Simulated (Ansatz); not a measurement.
Program: Ansatz. Geometries: PBE0-D4/def2-TZVP. ΔE: electronic, gas phase. CCSD(T)/CBS is the MP2 limit (def2-TZVPP, def2-QZVPP) plus CCSD(T) − MP2 in def2-TZVPP, frozen cores. This one scheme is used for every species. Functionals use def2-TZVPP. Each species was taken in one conformer, which may not be the lowest.

Consider the formal exchange of groups at a B–C bond: `NB([SiH3])C[SiH3]` + `C=C` → `C=CB(N)[SiH3]` + `C[SiH3]`.

`NB([SiH3])C[SiH3]`:

```xyz
15

N    -1.039    0.419   -1.585
B    -0.094    0.485   -0.562
Si   -0.156    2.072    0.697
C     0.955   -0.667   -0.383
Si    0.283   -2.001    0.757
H    -1.756    1.110   -1.724
H    -1.075   -0.334   -2.256
H     1.093    2.883    0.590
H    -1.304    2.981    0.401
H    -0.272    1.651    2.123
H     1.889   -0.314    0.063
H     1.203   -1.159   -1.332
H    -0.134   -1.426    2.063
H     1.309   -3.049    1.013
H    -0.903   -2.652    0.135
```

`C=C`:

Z-matrix (Å, degrees):
```
C
C 1 1.323
H 1 1.085 2 121.7
H 1 1.085 2 121.7 3 -180.0
H 2 1.085 1 121.7 3 -0.0
H 2 1.085 1 121.7 3 -180.0
```

`C=CB(N)[SiH3]`:

```xyz
13

C     0.759    1.996    0.837
C    -0.240    1.206    0.443
B    -0.026   -0.138   -0.318
N     0.918   -0.203   -1.339
Si   -1.066   -1.805    0.172
H     0.595    2.902    1.413
H     1.796    1.751    0.621
H    -1.249    1.494    0.740
H     1.140   -1.044   -1.843
H     1.434    0.606   -1.650
H    -0.814   -2.218    1.582
H    -2.536   -1.583    0.043
H    -0.712   -2.964   -0.702
```

`C[SiH3]`:

```xyz
8

C    -0.676    0.196   -0.692
Si    0.605   -0.176    0.619
H    -0.431   -0.310   -1.628
H    -0.728    1.269   -0.890
H    -1.666   -0.139   -0.374
H     0.676   -1.638    0.885
H     0.268    0.513    1.895
H     1.952    0.284    0.184
```

```
          level  ΔE (kJ/mol)
         PBE-D4         -2.8
  HF/def2-TZVPP         -6.1
CCSD/def2-TZVPP         -1.4
   HF/CBS(def2)         -6.2
```

Task: What does CCSD(T)/CBS give? (Estimate.)

Result: Ansatz gave: -0.6 kJ/mol. The listed levels differ from it by -2.2, -5.5, -0.8, -5.6 kJ/mol.

Largest T1 diagnostic among the species: 0.013.

The D4 term adds +4.9 kJ/mol with B3LYP and +2.9 kJ/mol with PBE0; it sums over pairs of atoms, weighted by their polarisabilities, and B3LYP, whose exchange is more repulsive, gets the larger term. In def2-TZVPP, CCSD(T) changes the Hartree–Fock value by +4.9 kJ/mol (the triples alone add +0.2 kJ/mol) and MP2 by +4.4 kJ/mol.

B3LYP here is the variant with VWN-RPA as its local correlation; programs differ in this.
